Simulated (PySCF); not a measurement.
## Relaxation of quintet RuCl₃⁺

Level of theory: UB3LYP/[Ru def2-SVP with ECP28, Cl def2-SVP], scalar-relativistic core potentials, density fitting, no spin–orbit coupling, PySCF. A (50,194) grid was used.

A start at or just off a symmetric point, pushed along the force that breaks its symmetry, of C2v symmetry, free to break it:

Coordinates in bohr (charge 1 multiplicity 5):
```
Ru   -0.0331    0.0000    0.0000
Cl    4.1362    0.0000    0.0000
Cl   -2.0198    3.6612    0.0000
Cl   -2.0198   -3.6612    0.0000
```

At each step, columns x, y, z (Å) and Fx, Fy, Fz (eV/Å):

```
step 0  E − E(last) = 20.54 kJ/mol
Ru  -0.018   0.000   0.000  -0.228   0.000   0.000
Cl   2.189   0.000   0.000  -0.371   0.000   0.000
Cl  -1.069   1.937   0.000   0.299   0.310   0.000
Cl  -1.069  -1.937   0.000   0.299  -0.310   0.000
step 1  E − E(last) = 13.84 kJ/mol
Ru  -0.051   0.000   0.000  -0.411   0.000   0.000
Cl   2.143   0.000   0.000  -0.209   0.000   0.000
Cl  -1.029   1.982   0.000   0.310   0.152   0.000
Cl  -1.029  -1.982   0.000   0.310  -0.152   0.000
step 2  E − E(last) = 2.04 kJ/mol
Ru  -0.170   0.000   0.000  -0.538  -0.001   0.000
Cl   2.002   0.000   0.000   0.071   0.000   0.000
Cl  -0.899   2.111   0.000   0.233  -0.335   0.000
Cl  -0.899  -2.111   0.000   0.234   0.337   0.000
step 3  E − E(last) = 0.54 kJ/mol
Ru  -0.205   0.000   0.000  -0.315   0.001   0.000
Cl   1.966   0.000   0.000   0.081   0.000   0.000
Cl  -0.864   2.127   0.000   0.117  -0.239   0.000
Cl  -0.864  -2.127   0.000   0.117   0.238   0.000
step 4  E − E(last) = 0.02 kJ/mol
Ru  -0.222   0.000   0.000  -0.020   0.001   0.000
Cl   1.953   0.000   0.000   0.020   0.000   0.000
Cl  -0.849   2.120   0.000   0.000   0.028   0.000
Cl  -0.849  -2.120   0.000   0.000  -0.029   0.000
step 5  E − E(last) = 0.00 kJ/mol
Ru  -0.226   0.000   0.000  -0.004  -0.001   0.000
Cl   1.950   0.000   0.000   0.003   0.000   0.000
Cl  -0.845   2.124   0.000   0.000  -0.002   0.000
Cl  -0.845  -2.124   0.000   0.001   0.003   0.000
step 6  E − E(last) = 0.00 kJ/mol
Ru  -0.226   0.000   0.000  -0.001   0.000   0.000
Cl   1.950   0.000   0.000   0.001   0.000   0.000
Cl  -0.845   2.124   0.000   0.000   0.000   0.000
Cl  -0.845  -2.124   0.000   0.000   0.000   0.000
```

It ends at C2v with Ru–Cl 2.176 Å, Ru–Cl 2.212 Å (×2); Cl–Ru–Cl 106.0° (×2), Cl–Ru–Cl 147.9° (after a last refinement on a finer grid). A frequency run shows a minimum.

Open d and f shells are described by one determinant, and the ground state may have another occupation or spin.
